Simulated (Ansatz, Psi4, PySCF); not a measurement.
C2H5O, charge -1, singlet, at a GFN2-xTB geometry. Base run: CAMB3LYP/6-311G** (PySCF).

PySCF was given this input:
```python
from pyscf import gto, scf, dft

mol = gto.Mole()
mol.atom = '''
    C     1.14079889   -0.41047783   -0.00910137
    C    -0.15104036    0.49608328   -0.00011144
    O    -1.28599144   -0.12785782    0.01201976
    H     0.01912236    1.20779716    0.90182864
    H     0.00273178    1.20239996   -0.90920924
    H     2.05088849    0.19671438   -0.01914757
    H     1.14631297   -1.04620846    0.87611273
    H     1.13032475   -1.05147317   -0.89046572
'''
mol.basis = '6-311g**'
mol.charge = -1
mol.verbose = 4
mol.build()

mf = dft.RKS(mol)
mf.xc = 'camb3lyp'
mf.kernel()
```

The same geometry, method and basis name were run in Ansatz (a first-principles code) and Psi4 and PySCF, at each program's defaults and at the settings that a row names. The base is PySCF at its defaults. Differences at the defaults can come from grids, fitting, cores and function types together.

```
code and settings                                                                             ΔE vs base (µEh)  basis functions      E (Eh)  SCF cycles
--------------------------------------------------------------------------------------------  ----------------  ---------------  ----------  ----------
PySCF, defaults (exact integrals, its default grid, spherical functions)                                   0.0               84  -154.37534          11
Psi4, defaults (density fitting with its default set, its default grid, spherical functions)             -88.5               84  -154.37543          10
Ansatz, defaults (factorised integrals, its default grid, spherical functions)                            -4.0               84  -154.37535           -
PySCF, density fitting with def2-universal-jkfit                                                         -60.5               84  -154.37541          11
PySCF, fine grid                                                                                          -3.0               84  -154.37535          11
Psi4, exact integrals, spherical functions, fine grid                                                     -3.2               84  -154.37535          12
Ansatz, high accuracy                                                                                     -3.1               84  -154.37535           -
```
